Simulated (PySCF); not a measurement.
Cartesian coordinates (Å):
```xyz
13

W     -0.1308    -0.0094    -0.0222
Cl     0.8581     2.1486    -0.1151
Cl     2.0303    -0.9955     0.0017
Cl    -0.1441    -0.1031    -2.3959
N     -1.7323     1.0598     0.3307
H     -2.6759     0.6808     0.3928
H     -1.7101     2.0653     0.4990
N     -1.2715    -1.5849    -0.2444
H     -1.6314    -1.8947    -1.1468
H     -1.5950    -2.1744     0.5209
N     -0.0134    -0.4056     1.8913
H      0.7358    -0.9602     2.3049
H     -0.6984    -0.1081     2.5843
```
Charge 0, multiplicity 1.

Q: Predict the HOMO–LUMO gap, dipole moment and LUMO from TPSSh-D3(BJ)/def2-TZVP // r2SCAN-D4/def2-SVP (PySCF).

A: 
```json
{
 "HOMO–LUMO gap": "3.61 eV",
 "dipole_moment": "7.51 D",
 "LUMO": "-3.70 eV"
}
```
